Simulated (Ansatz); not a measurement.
System: C₅H₁₁O, charge 0, multiplicity 2. It need not be the lowest isomer of its formula. SMILES: C[CH]CCCO
Geometry from a B3LYP-D3(BJ)/def2-TZVP (Ansatz, a program for electronic structure) optimisation:
```xyz
17

C      2.7969     0.1087     0.4924
C      1.9378    -0.3971    -0.6092
C      0.5948     0.1872    -0.8723
C     -0.4799    -0.2556     0.1441
C     -1.8403     0.3596    -0.1488
O     -2.8284     0.0151     0.8167
H      3.8371    -0.1988     0.3716
H      2.4717    -0.2608     1.4776
H      2.7671     1.2016     0.5517
H      2.1919    -1.3420    -1.0752
H      0.2577    -0.0822    -1.8778
H      0.6570     1.2824    -0.8423
H     -0.1758     0.0248     1.1554
H     -0.5618    -1.3481     0.1268
H     -2.1694     0.0794    -1.1583
H     -1.7739     1.4488    -0.1197
H     -2.9310    -0.9428     0.8195
```
Charge 0, spin multiplicity 2.

Property: atomisation energy (electronic, to ground-state atoms), in kJ/mol. Cores are frozen in the correlated levels unless marked. UHF or UKS for open shells. Spin-orbit coupling is left out. No relativistic terms. The coupled-cluster limit lacks core correlation, which all-electron functionals hold. CBS marks a two-point X^-3 extrapolation of the correlation energy; Hartree-Fock from the larger set. The bracket is a focal-point correction in the basis named.

```tsv
level	program	atomisation energy (kJ/mol)
B3LYP/def2-TZVPD	Ansatz	…
PBE0/6-31G*	Ansatz	6666.7
r2SCAN0/def2-TZVPD	Ansatz	6581.9
RI-MP2/CBS(cc-pVTZ,cc-pVQZ)+[CCSD(T)-MP2]/cc-pVTZ	Ansatz	…
```

### Question
Some entries are withheld; supply them.

### Answer

- B3LYP/def2-TZVPD, atomisation energy (kJ/mol): 6593.3
- RI-MP2/CBS(cc-pVTZ,cc-pVQZ)+[CCSD(T)-MP2]/cc-pVTZ, atomisation energy (kJ/mol): 6638.0
